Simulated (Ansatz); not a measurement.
The lowest singlet and triplet of C4H4 (SMILES C1=CC=C1); geometries from B3LYP-D3(BJ)/def2-TZVP, each state relaxed from the structure named, with no frequency check.
Singlet (charge 0, multiplicity 1):
```json
[
 {"atom": "C", "x (Å)": "1.0215", "y (Å)": "-0.1397", "z (Å)": "0.0194"},
 {"atom": "C", "x (Å)": "0.3074", "y (Å)": "0.9791", "z (Å)": "0.1012"},
 {"atom": "C", "x (Å)": "-1.0215", "y (Å)": "0.1397", "z (Å)": "-0.0194"},
 {"atom": "C", "x (Å)": "-0.3074", "y (Å)": "-0.9791", "z (Å)": "-0.1012"},
 {"atom": "H", "x (Å)": "2.0744", "y (Å)": "-0.3774", "z (Å)": "0.0307"},
 {"atom": "H", "x (Å)": "0.5391", "y (Å)": "2.0281", "z (Å)": "0.2065"},
 {"atom": "H", "x (Å)": "-2.0744", "y (Å)": "0.3774", "z (Å)": "-0.0307"},
 {"atom": "H", "x (Å)": "-0.5391", "y (Å)": "-2.0281", "z (Å)": "-0.2065"}
]
```
Triplet (charge 0, multiplicity 3):
```csv
atom,x (Å),y (Å),z (Å)
C,0.9918,-0.2225,0.0107
C,0.2204,0.9874,0.0992
C,-0.9918,0.2225,-0.0107
C,-0.2204,-0.9874,-0.0992
H,2.0437,-0.4584,0.0221
H,0.4541,2.0346,0.2044
H,-2.0437,0.4584,-0.0221
H,-0.4541,-2.0346,-0.2044
```

A positive gap puts the triplet lower; no zero-point energy. R- takes a restricted singlet. The triplet is unrestricted in single-reference levels. Active spaces average the two states.

Cores are frozen in the correlated methods.

Programs: Ansatz (Gaussian orbitals). 

R-PBE/def2-TZVPP gives -0.228 eV for the gap E(singlet) − E(triplet), adiabatic.

**Question.** Where do these levels fall relative to PBE: R-r2SCAN/def2-TZVPP, R-PBE0/def2-TZVPP, R-wB97M-V/def2-TZVPP, R-B2PLYP/def2-TZVPP, R-MP2/cc-pVTZ, R-CCSD(T)/cc-pVTZ, SC-NEVPT2 on SA-CASSCF(4,4)/cc-pVTZ, FIC-MRCISD+Q on SA-CASSCF(4,4)/cc-pVTZ.

**Answer.** R-r2SCAN/def2-TZVPP 0.279; R-PBE0/def2-TZVPP 0.099; R-wB97M-V/def2-TZVPP -0.217; R-B2PLYP/def2-TZVPP -0.096; R-MP2/cc-pVTZ -0.183; R-CCSD(T)/cc-pVTZ -0.298; SC-NEVPT2 on SA-CASSCF(4,4)/cc-pVTZ -0.207; FIC-MRCISD+Q on SA-CASSCF(4,4)/cc-pVTZ -0.360 eV. 2 of 8 lie above PBE; the widest gap is to FIC-MRCISD+Q on SA-CASSCF(4,4)/cc-pVTZ.

Doubts at one or more of the structures used: a restricted determinant that unrestricted orbitals would lower (R-r2SCAN/def2-TZVPP, R-B2PLYP/def2-TZVPP, R-MP2/cc-pVTZ, R-CCSD(T)/cc-pVTZ).

Ansatz is an electronic-structure program.
